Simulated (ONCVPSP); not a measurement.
## Before and after: ONCV potential for Cl (Z = 17)

```json
{
 "Element": "Cl (Z = 17)",
 "Generator": "ONCVPSP 4.0.1",
 "Type": "optimised norm-conserving Vanderbilt (ONCV)",
 "Functional": "PBE",
 "Relativity": "scalar-relativistic",
 "Frozen core": "[Ne]",
 "Valence charge": "7",
 "Reference configuration": "3s2 3p4.5 (charge +0.5)",
 "Partial waves": "3s: rc 1.35 bohr, ncon 4, nbas 7, qcut 5.4 1/bohr, 3 projectors, debl 0.9 Ha; 3p: rc 1.35 bohr, ncon 4, nbas 8, qcut 6.9 1/bohr, 3 projectors, debl 1.9 Ha; d scattering state at 0.26 Ha: rc 1.05 bohr, ncon 4, nbas 7, qcut 10 1/bohr, 3 projectors, debl 2.5 Ha",
 "Local potential": "polynomial inside 0.65 bohr (lpopt 4, dvloc0 1 Ha)",
 "Core correction": "Teter function fitted to the true core (icmod 2), fcfact 0.6"
}
```

In the s channel the program set the typed energies aside and used -0.962, 0.250, 1.150 Ha.

Change: all radii but the core radius scaled by about 0.83 (s 1.12, p 1.12, d 0.88 bohr); local potential polynomial inside 0.54 bohr (lpopt 4, dvloc0 1 Ha).

Cutoffs: the cutoffs (Ha) at which the residual kinetic energy of the hardest occupied pseudo-wave falls to 1 and 0.1 mHa per electron; they do not see the model core or the augmentation charge, which bear on the density cutoff. Errors are all-electron minus pseudo energies relative to the spin-unpolarised reference configuration.

What does the change do?

The potential gets harder (17 Ha and 55 Ha → 17 Ha and 141 Ha); both files keep a bound ghost (d, p, s); of the 4 tests that both files solve, the error grows in 0 and shrinks in 1 by more than 15 % and 0.3 meV (median size 4.8 → 4.0 meV). A smaller radius makes the pseudo-wave follow the all-electron one further in, where it bends more sharply, so more plane waves are needed.

```tsv
quantity	base	changed
cutoff, loose	17 Ha	17 Ha
cutoff, tight	55 Ha	141 Ha
loose cutoff by channel	s 17 Ha, p 14 Ha	s 17 Ha, p 11 Ha
bound ghosts	s, p, d	s, p, d
GHOST(+) flags under 300 eV	none	none
error for 3s2 3p5, meV [ΔE -5.58 eV]	+0.8	+0.6
error for 3s2 3p4, meV [ΔE 8.29 eV]	0.0	0.0
error for 3s2 3p3, meV [ΔE 33.74 eV]	+8.9	+7.4
error for 3s2 3p1, meV [ΔE 124.29 eV]	+154	+132
rms error of d²Exc/dni dnj with the model core, mHa	0.97	0.88
```

Base: The cutoffs count occupied waves only; projector 1 of the d channel, the hardest unoccupied one, needs 43 Ha at the loose tolerance. Changed file: The cutoffs count occupied waves only; projector 2 of the p channel, the hardest unoccupied one, needs 167 Ha at the loose tolerance. A true bound ghost makes a file unfit for plane-wave use even where its test errors are small: the radial tests pick states by their node count and pass the ghost by.
